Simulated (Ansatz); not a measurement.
`[OH][GeH2][GeH2][F]` → `[F][GeH2]`• + `[OH][GeH2]`•  (homolysis of the Ge–Ge bond)

Isolated molecules relaxed with PBE0-D4/def2-TZVP in Ansatz; ΔE leaves out vibrations. CBS: MP2 limit from def2 TZ/QZ plus the TZ coupled-cluster correction, frozen cores. Open shells (•) are unrestricted, without spin–orbit coupling. For Ge outer-core shells are correlated without core-valence functions, which leaves a few kJ/mol of doubt a bond. Scalar relativity is left out up to krypton. One conformer a species, not always the lowest.

```csv
level,ΔE (kJ/mol)
CCSD/def2-TZVPP,293.1
CCSD(T)/def2-TZVPP,297.9
```

**Question.** What does CCSD(T)/CBS give? (An estimate is asked.)

**Answer.** Computed: +309.7 kJ/mol. The listed levels differ from it by -16.6, -11.8 kJ/mol.

Largest T1 diagnostic among the species: 0.015.

In def2-TZVPP, CCSD(T) changes the Hartree–Fock value by +84.9 kJ/mol (the triples alone add +4.8 kJ/mol) and MP2 by +89.1 kJ/mol; breaking electron pairs costs correlation energy, which Hartree–Fock lacks. From PBE to PBE0 (25 % exact exchange), in def2-TZVPP and without D4, ΔE moves by +8.3 kJ/mol. The D4 term adds +11.3 kJ/mol with B3LYP and +6.2 kJ/mol with PBE0; it sums over pairs of atoms, weighted by their polarisabilities, and B3LYP, whose exchange is more repulsive, gets the larger term.

B3LYP here is the variant with VWN-RPA as its local correlation; programs differ in this.
